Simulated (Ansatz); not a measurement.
SiBr2 (SMILES Br[Si]Br): methods side by side

SiBr2 has 3 atoms, charge 0, and is taken as a singlet. SMILES: `Br[Si]Br`. Geometry: relaxed at PBE0-D4/def2-TZVP.

```xyz
3

Br    0.9751    1.3421    0.6709
Si   -0.7700    0.3857   -0.3764
Br   -0.2160   -1.7926   -0.3078
```

Quantity: the vertical energy of the triplet above the singlet, in eV. The values are calculated.

```tsv
level	kind	program	value (eV)	less CCSD(T)/def2-SVPD
HF/def2-SVPD	Hartree–Fock	Ansatz	1.49	-0.71
SVWN5/def2-SVPD	LDA	Ansatz	2.31	+0.11
BLYP/def2-SVPD	GGA	Ansatz	2.28	+0.08
PBE/def2-SVPD	GGA	Ansatz	2.14	-0.06
r2SCAN/def2-SVPD	meta-GGA	Ansatz	1.92	-0.28
CAM-B3LYP/def2-SVPD	range-separated hybrid	Ansatz	2.22	+0.02
wB97M-V/def2-SVPD	range-separated hybrid	Ansatz	2.48	+0.28
B2PLYP/def2-SVPD	double hybrid	Ansatz	2.23	+0.03
RPA@PBE0/def2-SVPD	RPA	Ansatz	2.16	-0.04
CCSD(T)/def2-SVPD	coupled cluster or CI	Ansatz	2.20	0.00
```

CCSD(T)/def2-SVPD is the highest level here, not the true value. All-electron rows without a relativistic Hamiltonian named are non-relativistic. Spin-orbit coupling is left out. The values span 1.49 to 2.48 eV. In the correlated wave-function rows the outer d shell of Br is correlated, in sets not made for it.
